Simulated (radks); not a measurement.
Neutral dysprosium inside a hard spherical wall (all orbitals vanish at R), configuration held at [Xe] 4f10 6s2 and not refilled when levels cross. Method: scalar-relativistic Kohn-Sham, LDA (Slater exchange, Perdew-Wang correlation), spin-polarised, spherical densities, finite nucleus; open shells are filled with parallel spins first (spin-orbit coupling, left out, can overturn this in heavy ions); Fermi nuclear charge, rms radius 5.2218 fm; computed with a radial shooting solver on a logarithmic mesh with Libxc functionals. Eigenvalues in eV for spin up, with the zero of energy where the potential of the charges vanishes at infinity; a dash marks a level that is unbound or too diffuse for the functional's potential to be trusted. A positive occupied level is held by the wall or, in an anion where self-interaction has pushed it up, behind a barrier. The pressure on the wall is -dE/dV.

R (bohr),E (hartree),kinetic (hartree),e(5s),e(5p),e(4f),e(6s),"e(5d, empty)","e(6p, empty)",pressure (GPa)
free,-12148.3831,13100.735,-49.795,-26.029,-4.523,-3.954,-1.470,-1.231,0
15,-12148.3831,13100.736,-49.793,-26.027,-4.521,-3.953,-1.467,-1.217,0.000149
12,-12148.3828,13100.739,-49.765,-26.000,-4.493,-3.932,-1.439,-1.138,0.00506
10,-12148.3808,13100.756,-49.645,-25.881,-4.374,-3.834,-1.322,-0.894,0.0523
5,-12148.1015,13101.952,-45.818,-22.206,-0.482,1.777,2.887,8.170,27.1
4,-12147.5331,13104.107,-42.232,-18.814,3.482,10.357,7.632,20.276,150
3,-12145.0496,13113.430,-32.509,-8.864,15.092,40.222,21.949,57.927,1350
2,-12127.5543,13171.631,9.996,40.440,60.663,186.95,88.176,222.67,26300
1.5,-12079.1412,13317.474,109.70,156.17,135.80,484.44,228.25,538.05,195000
